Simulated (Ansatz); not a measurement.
`[SiH3]OBCl` + `C#C[SeH]` → `C#C[Se][SiH3]` + `OBCl` at 400 K and 1 bar (ligand exchange at the Si–O bond).

Calculated with Ansatz (gas phase, PBE0-D4/def2-TZVP geometries, no zero-point term in ΔE). CCSD(T)/CBS is the MP2 limit (def2-TZVPP, def2-QZVPP) plus CCSD(T) − MP2 in def2-TZVPP, frozen cores. This one scheme is used for every species. For Se outer-core shells are correlated without core-valence functions, which leaves a few kJ/mol of doubt a bond. Scalar relativity is left out up to krypton. One conformer a species, not always the lowest.

| species | CCSD(T)/CBS energy (Eh) | H − E (kJ/mol) | S (J/(mol·K)) |
| --- | --- | --- | --- |
| `[SiH3]OBCl` | -851.35221 | 143.6 | 351.9 |
| `C#C[SeH]` | -2477.92583 | 88.5 | 296.1 |
| `C#C[Se][SiH3]` | -2768.23066 | 146.2 | 366.1 |
| `OBCl` | -561.03999 | 93.6 | 281.2 |

H − E and S are ideal-gas, rigid-rotor, harmonic terms from PBE0-D4/def2-TZVP, for one conformer and one mirror image of each species. 1 Eh = 2625.50 kJ/mol, R = 8.31446 J/(mol·K).

Question: By hand: ΔE, ΔH, ΔS and ΔG.

Answer: ΔE = (-2768.23066) + (-561.03999) − (-851.35221) − (-2477.92583) = 0.00739 Eh = 19.4 kJ/mol. Δ(H − E) = 146.2 + 93.6 − 143.6 − 88.5 = 7.7, so ΔH = 27.1 kJ/mol. ΔS = 366.1 + 281.2 − 351.9 − 296.1 = -0.7 J/(mol·K). ΔG = 27.1 − 400 × (-0.7)/1000 = 27.4 kJ/mol.

Question: By hand: the equilibrium constant, and the temperature at which ΔG would vanish if ΔH and ΔS stayed fixed.

Answer: log₁₀ K = −ΔG/(RT ln 10) = -3.6. ΔH and −TΔS have one sign here, so there is no such temperature.

The number of gas molecules stays the same, so ΔS is small and ΔH decides. A doubt of 5 kJ/mol in ΔE shifts log₁₀ K by 0.7 here. Other conformers and mirror images would add mixing entropy, several J/(mol·K) or more a flexible species. These are equilibria of isolated gas molecules and say nothing of rates. Largest T1 diagnostic: 0.012 (customary marks: 0.02 for closed shells, 0.045 for open ones).

ΔS is within the doubt of such terms, so its sign, and with it that verdict, could turn.
